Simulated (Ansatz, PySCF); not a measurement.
This PySCF input computes a PBE/def2-TZVPD energy:

```python
from pyscf import gto, scf, dft

mol = gto.M(
    atom='''
    C    -0.43645437    0.17143429    0.12164125
    N     0.67544959   -0.26530887   -0.18824998
    H    -1.41011651   -0.44169056    0.22509177
    H    -0.69930434    1.27024694    0.36281065
    ''',
    basis='def2-tzvpd',
    charge=-1,
    spin=0,
    verbose=4,
)

mf = dft.RKS(mol, xc='pbe').density_fit(auxbasis='def2-universal-jkfit')
mf.grids.level = 3
mf.conv_tol = 1e-9
mf.max_cycle = 100
mf.max_memory = 1500
mf.kernel()
if not mf.converged:
    mf = mf.newton()
    mf.kernel(mf.make_rdm1())
mf.analyze()
```

Problem. Write an input for the same energy in Ansatz (a program for electronic structure) and say what it gives.

Solution. 
Ansatz 0.2 input:
```yaml
crystal:
  periodic: [false, false, false]
  atoms:
    - {symbol: C, position_ang: [-0.43645437, 0.17143429, 0.12164125]}
    - {symbol: N, position_ang: [0.67544959, -0.26530887, -0.18824998]}
    - {symbol: H, position_ang: [-1.41011651, -0.44169056, 0.22509177]}
    - {symbol: H, position_ang: [-0.69930434, 1.27024694, 0.36281065]}
basis:
  gaussian:
    orbitals: def2-TZVPD
hamiltonian:
  xc: {name: PBE}
total_charge: -1
output: {forces: true}
```
It gives -93.91708 Eh, and PySCF -93.91712 Eh, a difference of 0.04 mEh, from the treatment of integrals and grids.

It need not be the lowest isomer of its formula. Whether it binds its extra electron was not tested at this geometry.
